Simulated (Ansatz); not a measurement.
Computed with Ansatz on PBE0-D4/def2-TZVP structures; ΔE is electronic, products minus reactants. CCSD(T)/CBS is the MP2 limit (def2-TZVPP, def2-QZVPP) plus CCSD(T) − MP2 in def2-TZVPP, frozen cores. Functionals use def2-TZVPP. B3LYP here is the variant with VWN-RPA as its local correlation; programs differ in this. For Se outer-core shells are correlated without core-valence functions, which leaves a few kJ/mol of doubt a bond. Scalar relativity is left out up to krypton. One conformer a species, not always the lowest.

`C[Se][BH][AlH2]` + `O[SiH3]` → `[AlH2][BH]O[SiH3]` + `C[SeH]`  (ligand exchange at a B–Se bond)

```json
{"level": "PBE0-D4", "ΔE (kJ/mol)": "-9.4"}
{"level": "B3LYP-D4", "ΔE (kJ/mol)": "-21.9"}
{"level": "ωB97M-V", "ΔE (kJ/mol)": "-20.7"}
{"level": "B2PLYP", "ΔE (kJ/mol)": "-20.9"}
{"level": "PBE", "ΔE (kJ/mol)": "-8.2"}
{"level": "HF/def2-TZVPP", "ΔE (kJ/mol)": "-43.5"}
{"level": "CCSD/def2-TZVPP", "ΔE (kJ/mol)": "-19.7"}
{"level": "MP2/def2-QZVPP", "ΔE (kJ/mol)": "-7.5"}
```

Question: What does CCSD(T)/CBS give? (Estimate.)

Answer: Computed: -11.4 kJ/mol. The listed levels differ from it by 2.0, -10.5, -9.3, -9.5, 3.2, -32.1, -8.3, 3.9 kJ/mol.

Largest T1 diagnostic among the species: 0.014.

The D4 term adds +4.8 kJ/mol with B3LYP and +2.5 kJ/mol with PBE0; it sums over pairs of atoms, weighted by their polarisabilities, and B3LYP, whose exchange is more repulsive, gets the larger term. In def2-TZVPP, CCSD(T) changes the Hartree–Fock value by +29.2 kJ/mol (the triples alone add +5.4 kJ/mol) and MP2 by +34.9 kJ/mol. From PBE to PBE0 (25 % exact exchange), in def2-TZVPP and without D4, ΔE moves by −3.7 kJ/mol.
